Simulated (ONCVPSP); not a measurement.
Before and after: ONCV potential for Cd

cadmium (Cd), optimised norm-conserving Vanderbilt (ONCV), made with ONCVPSP 4.0.1 (PBE, scalar-relativistic). Core [Ar] 3d10, reference 4s2 4p6 4d10 5s1 (charge +1). Waves: 4s+5s: rc 1.65 bohr, ncon 4, nbas 8, qcut 6.4 1/bohr, 3 projectors, debl 3.1 Ha; 4p: rc 1.10 bohr, ncon 3, nbas 6, qcut 8.7 1/bohr, 2 projectors, debl 2 Ha; 4d: rc 1.80 bohr, ncon 3, nbas 8, qcut 7.7 1/bohr, 2 projectors, debl 1.9 Ha. Local part: polynomial inside 1.05 bohr (lpopt 5, dvloc0 0 Ha). Core correction: Teter function, fcfact 4.25, rcfact 1.2.

In the p channel the program set the typed energies aside and used -2.786, 0.250 Ha.

Change: reference 4s2 4p6 4d10 5s1.5 5p0.5; wave 4p: rc 1.10 bohr, ncon 3, nbas 6, qcut 8.7 1/bohr, 2 projectors, debl 2 Ha becomes 4p+5p: rc 1.10 bohr, ncon 3, nbas 6, qcut 8.7 1/bohr, 2 projectors.

Cutoffs: the cutoffs (Ha) at which the residual kinetic energy of the hardest occupied pseudo-wave falls to 1 and 0.1 mHa per electron; they do not see the model core or the augmentation charge, which bear on the density cutoff. Errors are all-electron minus pseudo energies relative to the spin-unpolarised reference configuration.

**Question.** What does the change do?

**Answer.** The potential gets neither clearly harder nor softer (35 Ha and 94 Ha → 35 Ha and 94 Ha); the number of tests with a reliable result goes from 4 to 3; neither file shows a bound ghost.

```tsv
quantity	base	changed
cutoff, loose	35 Ha	35 Ha
cutoff, tight	94 Ha	94 Ha
loose cutoff by channel	s 14 Ha, p 35 Ha, d 24 Ha	s 13 Ha, p 35 Ha, d 24 Ha
bound ghosts	none	none
GHOST(+) flags under 300 eV	none	none
tests with a reliable result	4 of 4	3 of 4
s: phases at 1.68 bohr within 0.05 rad from the reference energy up to (Ha; the scan ends near 5)	to the end of the scan	to the end of the scan
p: phases at 1.12 bohr within 0.05 rad from the reference energy up to (Ha; the scan ends near 5)	to the end of the scan	to the end of the scan
d: phases at 1.83 bohr within 0.05 rad from the reference energy up to (Ha; the scan ends near 5)	to the end of the scan	to the end of the scan
rms error of d²Exc/dni dnj with the model core, mHa	1.26	1.00
```
